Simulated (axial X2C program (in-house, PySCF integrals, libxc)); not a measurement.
# BeSe⁺: cheaper levels and CCSD(T), with spin–orbit coupling

Calculated with an axial X2C code built on PySCF integrals. Two-component (2c) means X2C with spin–orbit coupling and atomic mean-field two-electron Coulomb and Gaunt terms. Basis: Se dyall-cv3z [8s9p6d4f1g], Be dyall-cv3z [8s8p3d1f] (cores contracted in-house); Gaussian nuclei, density fitting, unrestricted open shells. Masses: Se 79.917 u, Be 9.012 u.

State: Ω = 3/2 (⟨Sz⟩ = 0.50, ⟨Lz⟩ = 1.00 at HF); fragments Se + Be+.

```
level  Re (Å)  ωe (cm⁻¹)  De (eV)
 PBE0   1.962      740.6     3.19
   HF   1.969      738.9      n/a
 CCSD   1.975      731.7     2.97
```

Correlated methods: 7 electrons correlated (number of frozen shells: Se 3 s, 2 p, 1 d; Be 1 s), 193 virtual spin orbitals or spinors in MP2, 80 natural virtuals in coupled cluster.

CCSD(T), same Hamiltonian and basis:

Re = 1.979 Å, ωe = 727.9 cm⁻¹, De = 3.08 eV; T1 = 0.017 (Lee–Taylor normalisation).

(1) Give the differences from CCSD(T) in the columns below.

The state is a single determinant with fixed occupations, the lowest that a limited PBE0 search found. De is counted from the lowest determinant-based energies of the atoms at the same level, without counterpoise correction. De is not given where an atomic determinant may have missed its ground term or J level, or where the truncated virtual space spoils (T). Density functionals use the spin component along the axis (collinear). CCSD and (T) use frozen natural virtuals with an MP2 correction for the truncation; (T) itself is uncorrected, so its De runs slightly low. Without a current term, density functionals place determinants with orbital angular momentum somewhat too high. The determinant is spin-polarised beyond a pure state at some levels (its spin-free form has ⟨S²⟩ too high), which makes Re and μ there less reliable. The stretched end of a curve changes character and is left out.

Results:

(1) 

```json
{"level": "PBE0", "ΔRe (Å)": "-0.017", "Δωe (cm⁻¹)": "13", "ΔDe (eV)": "0.11"}
{"level": "HF", "ΔRe (Å)": "-0.010", "Δωe (cm⁻¹)": "11", "ΔDe (eV)": "n/a"}
{"level": "CCSD", "ΔRe (Å)": "-0.004", "Δωe (cm⁻¹)": "4", "ΔDe (eV)": "-0.11"}
```
